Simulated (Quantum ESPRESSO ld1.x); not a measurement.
Results of a calculation; reference values are marked as such.
Problem. Species: S V. Configuration: [Ne] 3s2. Code: ld1.x of Quantum ESPRESSO 7.5. Model: non-relativistic Kohn-Sham, PW91, spin-unpolarised, spherical densities, point nucleus. Some entries of the table are withheld. Estimate them.

orbital,occ.,eigenvalue (eV),<r> (bohr)
1s,2,-2460.621,0.09728
2s,2,(1),(2)
2p,6,-216.400,0.4400
3s,2,(3),(4)

Solution. 
(1) 2s eigenvalue (eV): -269.942
(2) 2s <r> (bohr): 0.4792
(3) 3s eigenvalue (eV): -65.852
(4) 3s <r> (bohr): 1.470
